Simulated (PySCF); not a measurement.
Compound: C₁₀H₇ClO.
Geometry (GFN2-xTB, Å), atoms numbered from 1 in this order:
```
atom  x, y, z in Å
C1     4.1320    0.5984    0.8609
C2     2.9820    0.3359    0.6390
C3     1.6243    0.0187    0.3907
C4     1.1900   -1.3079    0.4191
C5    -0.1390   -1.6006    0.1950
C6    -1.0807   -0.6074   -0.0557
C7    -2.5060   -0.9921   -0.2671
C8    -0.6379    0.7315   -0.1008
C9    -1.6067    1.7952   -0.3590
O10   -2.7945    1.7394   -0.3244
Cl11  -0.8700    3.3627   -0.7986
C12    0.7069    1.0260    0.1232
H13    5.1365    0.8327    1.0531
H14    1.8992   -2.0969    0.6203
H15   -0.4638   -2.6307    0.2211
H16   -2.6042   -2.0735   -0.3227
H17   -2.9019   -0.5500   -1.1791
H18   -3.1201   -0.6224    0.5532
H19    1.0440    2.0500    0.1009
```

Computed at PBE0/pcSseg-1 (PySCF, non-relativistic), with Q(17O) = −0.0256 b, Q(35Cl) = −0.0817 b: O10, 17O (I = 5/2): χzz = 9.674 MHz, η = 0.389; Cl11, 35Cl (I = 3/2): χzz = -62.98 MHz, η = 0.279.

(1) Where would the pure quadrupole (NQR) lines of 17O at O10 fall for the rigid, isolated species?

(2) Find the zero-field quadrupole resonance frequencies of 35Cl at Cl11.

Answers

(1) From the eigenvalues of H = χ/[4I(2I − 1)] × [3Iz² − I(I + 1) + η(Ix² − Iy²)], steps between neighbouring levels, labelled as for η = 0: ±1/2↔±3/2 1.673 MHz, ±3/2↔±5/2 2.822 MHz (carbonyl oxygen).

(2) From ν = (|χ|/2)√(1 + η²/3): ν = 31.89 MHz (chlorine bonded to C). For 37Cl the ratio of quadrupole moments, 0.7881, gives 25.14 MHz.

In a crystal, neighbours and librations shift these lines. GFN2-xTB bond lengths can be off by several hundredths of an ångström, more for odd bonds, and the gradients follow them. The basis is small and wasn't made for field gradients, so the couplings can be 20 % off.

One conformer stands for the species.
